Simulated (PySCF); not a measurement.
Bonds (- single, = double, # triple, : aromatic): C1-O2 1.407 Å, O2-C3 1.345 Å, C3:C4 1.360 Å, C4:C5 1.414 Å, C5:C6 1.358 Å, C6-S7 1.759 Å, C6:S8 1.741 Å, S8:C3 1.746 Å. C1 carries H9, H10, H11; C4 carries H12; C5 carries H13; S7 carries H14.

Geometry: GFN2-xTB; GIAO absolute shieldings from PySCF 2.14.0 with density-fitted response routines, gas phase, non-relativistic, averaged over equivalent atoms.

At PW91/pcseg-1 (150 basis functions, 34 s wall time on 1 thread of an Arm Neoverse V1, shared host):
```
     atoms  σ (ppm)
        C3     26.4
        C5     70.6
        C6     71.5
        C4     87.5
        C1    129.7
        O2    222.8
        S8    293.4
        S7    518.9
       H13    25.41
       H12    25.82
H9/H10/H11    27.82
       H14    28.11
```

Task: Predict the values at PBE0/pcSseg-1 on the same geometry.

Result: 
| atoms | σ at PBE0/pcSseg-1 | change |
| --- | --- | --- |
| C3 | 17.2 | -9.2 |
| C5 | 59.9 | -10.7 |
| C6 | 64.7 | -6.8 |
| C4 | 77.8 | -9.7 |
| C1 | 126.7 | -3.0 |
| O2 | 231.4 | +8.6 |
| S8 | 309.7 | +16.3 |
| S7 | 539.6 | +20.7 |
| H13 | 25.09 | -0.32 |
| H12 | 25.51 | -0.31 |
| H9/H10/H11 | 27.86 | +0.04 |
| H14 | 28.04 | -0.07 |

The largest change is at S7 (thiol sulfur). Cost: 180 basis functions, about 70 core-seconds. The order of the carbon signals is the same at both levels.
